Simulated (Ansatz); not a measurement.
## What each rung costs, and what it gives

The pair of K⁺ (SMILES [K+], atom 1) and AlF₃ (SMILES F[Al](F)F, atoms 2–5), both closed shells, in one local arrangement (a lower one may exist), relaxed at PBE0-D4/def2-TZVP:

K1  (-0.147, 0.412, -3.330)
F2  (0.103, -1.642, 1.414)
Al3  (0.040, -0.111, 0.899)
F4  (0.038, 1.248, 1.774)
F5  (-0.034, 0.094, -0.757)
(Å)

Interaction energies are counterpoise-corrected; the time is that of the whole pair.

Ansatz 0.2.0; basis: as named in each row; cores frozen in the correlated methods. The outer core shell of Li, Na, Mg and K is correlated. The def2 sets are not built for correlating such inner shells, so the correlated values are less sure here. B3LYP uses VWN-RPA correlation. Extrapolation: Hartree–Fock as exp(−7.88 √X), correlation as X^−2.97.

Times are rough, for one single point on 4 threads of a shared host (Arm Neoverse V1).

The estimate by CCSD(T) at an estimated basis limit (MP2 extrapolated from triple and quadruple zeta, plus CCSD(T) − MP2 in triple zeta) is -12.88 kcal/mol.

```csv
method,basis,time (s),interaction energy (kcal/mol),method less estimate
HF,STO-3G,under 1,-14.13,-1.26
PBE-D4,STO-3G,under 1,-19.59,-6.71
SPW92,def2-SVP,under 1,-14.71,-1.83
PBE-D4,def2-SVP,under 1,-13.63,-0.75
PBE0-D4,def2-SVP,under 1,-13.95,-1.08
B3LYP-D4,6-31G,under 1,-16.08,-3.20
PBE-D4,def2-TZVPPD,2,-12.45,0.42
revPBE-D4,def2-TZVPPD,2,-11.64,1.24
CCSD(T),def2-SVP,2,-13.27,-0.40
BLYP-D4,def2-TZVPPD,2,-12.51,0.37
HSE06-D4,def2-TZVPPD,2,-12.75,0.12
PBE0-D4,def2-TZVPPD,3,-12.73,0.14
B3LYP-D4,def2-TZVPPD,3,-13.00,-0.12
r2SCAN-D4,def2-TZVPPD,4,-12.52,0.35
wB97M-V,def2-SVP,4,-14.00,-1.13
B2PLYP,def2-TZVPPD,4,-12.32,0.55
wB97X-V,def2-TZVPPD,7,-12.57,0.31
B97M-V,def2-TZVPPD,8,-12.67,0.21
wB97M-V,def2-TZVPPD,8,-12.56,0.31
MP2,def2-QZVPPD,9,-12.61,0.27
CCSD(T),def2-TZVPPD,73,-12.28,0.60
```

No T1 diagnostic of these runs exceeds 0.014.
